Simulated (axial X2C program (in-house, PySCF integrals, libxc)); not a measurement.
## Which molecule has these constants?

Calculated with an in-house relativistic program for diatomic molecules, spin-free (one-electron X2C) or two-component (2c: spin–orbit coupling with atomic mean-field Coulomb and Gaunt terms, which also bring small scalar terms), in Dyall basis sets with cores contracted in-house; open shells are unrestricted.

A two-component PBE0 calculation in a Dyall 3-zeta basis gave Re = 2.907 Å, ωe = 216.3 cm⁻¹, De = 0.85 eV, Ω = 3.

Problem. Which molecule is it?
A. LiCr⁺
B. LiMo⁺
C. LiW⁺

Solution. A. The others have LiMo⁺ 2.955 Å and 220.9 cm⁻¹ (Ω = 3); LiW⁺ 2.837 Å and 240.6 cm⁻¹ (Ω = 3).

Each entry is the lowest single determinant of a limited PBE0 search at one distance. De goes to single-determinant-based atoms at the same level (for ions the charge split of lowest energy) and is withheld (n/a) where an atom does not fit its ground term or J level. Main or longest-lived isotopes. One determinant is a doubtful description, or other states lie close, for LiCr⁺, LiMo⁺, LiW⁺; these need not be ground states, and all values refer to the states named. Some open-shell Ω = 0 determinants are out of reach, so the Ω given for LiCr⁺, LiMo⁺, LiW⁺ need not be the lowest component. With several unpaired electrons the Ω given is that of one determinant, not necessarily of the lowest component. The functionals have no current term, which raises determinants with orbital currents.
